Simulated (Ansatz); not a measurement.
SeS, multiplicity 3 (the spin of the measured ground state), most abundant isotopes (31.9721 and 79.9165 u). Constants from fifth-degree fits in 1/R to seven points on the lowest solution found; no spin–orbit coupling, no relativity up to Kr; ω_e x_e and α_e move by some per cent with the fit.

Correlated levels freeze the inner cores; with def2 sets outer-core shells near the valence are correlated too.

Run with Ansatz (an electronic-structure program). Values without a source in brackets are computed.

Total energies (hartree; each atom in its lowest state at that level) and vibrational constants (cm⁻¹):

| level | E(SeS) at r_e | E(S) | E(Se) | ω_e | ω_e x_e |
|---|---|---|---|---|---|
| PBE/def2-TZVPP | -2799.228415 | -397.938368 | -2401.124886 | 538 | 1.6 |
| B3LYP/def2-TZVPP | -2799.804807 | -398.132399 | -2401.525648 | 548 | 1.6 |
| wB97M-V/def2-TZVPP | -2799.593035 | -398.090714 | -2401.357930 | 593 | 1.4 |
| CCSD(T)/def2-QZVPP | -2798.198092 | -397.668694 | -2400.386812 | 563 | 1.8 |

### Question
Work out D_e and D₀ in eV.

### Answer

D_e = E(S) + E(Se) − E(molecule), times 27.2114 eV; D₀ = D_e − (ω_e/2 − ω_e x_e/4)/8065.54.
- PBE/def2-TZVPP: D_e = 4.494, zero point 0.033, D₀ = 4.461 eV
- B3LYP/def2-TZVPP: D_e = 3.994, zero point 0.034, D₀ = 3.960 eV
- wB97M-V/def2-TZVPP: D_e = 3.929, zero point 0.037, D₀ = 3.892 eV
- CCSD(T)/def2-QZVPP: D_e = 3.880, zero point 0.035, D₀ = 3.845 eV
No counterpoise correction is made.
